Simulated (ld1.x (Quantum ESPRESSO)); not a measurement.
Before and after: ultrasoft potential for O (Z = 8)

ld1.x (Quantum ESPRESSO) 7.5 input, shortened:

```
&input
   title='O', zed=8., rel=1, dft='PBESOL', iswitch=3,
   config='[He] 2s2 2p4'
 /
 &inputp
   pseudotype=3, tm=.true., lloc=-2, rcloc=0.90,
   nlcc=.true., new_core_ps=.true., rcore=0.80
 /
4
2S  1  0   2.00   0.00  0.65  0.80  0.0
2S  1  0   0.00   1.95  0.65  0.80  0.0
2P  2  1   4.00   0.00  0.70  0.95  0.0
2P  2  1   0.00   0.40  0.70  0.95  0.0
 &test
   configts(1)='2s2 2p4'
 /
```

All-electron outer shells of the reference configuration (PBEsol, scalar-relativistic, ld1.x):

| shell | level (eV) | outermost node (bohr) | outermost maximum (bohr) |
| --- | --- | --- | --- |
| 1s | -512.77 | – | 0.13 |
| 2s | -23.81 | 0.28 | 0.87 |
| 2p | -8.97 | – | 0.82 |

Change: functional PBE.

Cutoffs: the cutoffs (Ry, on a coarse ladder) from which the occupation-weighted sum of valence levels, in a spherical-Bessel basis at the reference potential, stays within 10 and 1 mRy of its value at 400 Ry; they do not see the model core or the augmentation charge, which bear on the density cutoff. Errors are all-electron minus pseudo energies relative to the spin-unpolarised reference configuration.

Question: What does the change do?

Answer: The potential gets softer (80 Ry and 140 Ry → 80 Ry and 120 Ry); of the 7 tests that both files solve, the error grows in 4 and shrinks in 0 by more than 15 % and 0.3 meV (median size 4.5 → 5.8 meV); neither file shows a bound ghost.

| quantity | base | changed |
| --- | --- | --- |
| cutoff, loose | 80 Ry | 80 Ry |
| cutoff, tight | 140 Ry | 120 Ry |
| bound ghosts | none | none |
| error for 2s2 2p3, meV [ΔE 16.36 → 16.43 eV] | -0.3 | +0.2 |
| error for 2s2 2p2, meV [ΔE 49.84 → 50.02 eV] | +5.0 | +11 |
| error for 2s2 2p1, meV [ΔE 103.54 → 103.89 eV] | +41 | +72 |
| error for 2s2 2p3.5, meV [ΔE 6.25 → 6.29 eV] | -0.4 | -0.3 |
| error for 2s1 2p4, meV [ΔE 31.50 → 31.66 eV] | +4.5 | +5.8 |
| error for 2s2 2p4.3, meV [ΔE -2.11 → -2.12 eV] | +0.2 | +0.2 |
| error for 2s0 2p6, meV [ΔE 29.75 → 29.94 eV] | +24 | +37 |
| s: phases at 1.05 bohr within 0.05 rad from the reference energy up to (Ry; the scan ends near 5) | to the end of the scan | to the end of the scan |
| p: phases at 1.05 bohr within 0.05 rad from the reference energy up to (Ry; the scan ends near 5) | to the end of the scan | to the end of the scan |
| lowest overlap eigenvalue by channel | s 0.42, p 0.97 | s 0.43, p 0.97 |
